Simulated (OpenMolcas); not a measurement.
## Potential curves of CuH⁺: spin–orbit levels

Calculated with OpenMolcas 26.06: state-averaged CASSCF(11,7) over Cu 4s 3d, H 1s, XMS-CASPT2 (IPEA 0.25, imaginary shift 0.2 hartree), scalar X2C, ANO-RCC-VTZP, then RASSI spin–orbit state interaction with atomic mean-field integrals. C2 symmetry about the axis (a holds Σ, Δ, Γ; b holds Π, Φ, H; Σ⁺ and Σ⁻ are not told apart); roots by multiplicity and irrep: 2a 3, 2b 2.

XMS-CASPT2 energies with spin–orbit state interaction in eV from the lowest point. Curves are followed by energy order within each symmetry, so they are adiabatic and may change character at avoided crossings.

```csv
R (Å),(1)Ω=1/2,(1)Ω=5/2,(1)Ω=3/2,(2)Ω=3/2,(2)Ω=1/2
1.324,0.025,0.995,1.153,1.426,1.491
1.383,0.000,0.834,0.984,1.232,1.291
1.427,0.022,0.774,0.917,1.146,1.199
1.471,0.070,0.742,0.879,1.099,1.147
1.522,0.152,0.743,0.873,1.085,1.128
1.574,0.255,0.772,0.896,1.103,1.142
1.647,0.428,0.859,0.979,1.183,1.220
1.765,0.743,1.060,1.176,1.379,1.416
1.986,1.361,1.524,1.654,1.864,1.921
```

(1) With masses 62.930 and 1.008 u, fit the curves (1)Ω=1/2, (1)Ω=3/2 near their minima.

Only roots inside an energy window near the equilibrium distance were included, so the list of states is not complete; labels number the states computed. Each spin and symmetry block has orbitals of its own, averaged over its own roots, so gaps between blocks are less sure than gaps within one and near the minimum can be off by tenths of an eV, in bad cases by more. No Rydberg orbitals are active, so Rydberg states, and σ→σ* states whose orbital the CASSCF left unused, can be missing between those listed. No roots were computed in blocks 4a, 4b (none fell in the window or the block failed), so states of that kind are missing and can lie low or lowest. For d and f metals this valence active space lacks a second d shell: the order of states is not reliable within half an eV or more, and the lowest computed state need not be the true ground state.

Results:

(1) At XMS-CASPT2 with spin–orbit state interaction, Te from the lowest curve (the fit fixes ωe to a per cent or two; the method's Re and ωe can be off by some per cent):

| curve | Te (cm⁻¹) | Re (Å) | ωe (cm⁻¹) |
| --- | --- | --- | --- |
| (1)Ω=1/2 | 0 | 1.375 | 2221.4 |
| (1)Ω=3/2 | 7030 | 1.509 | 1860.6 |
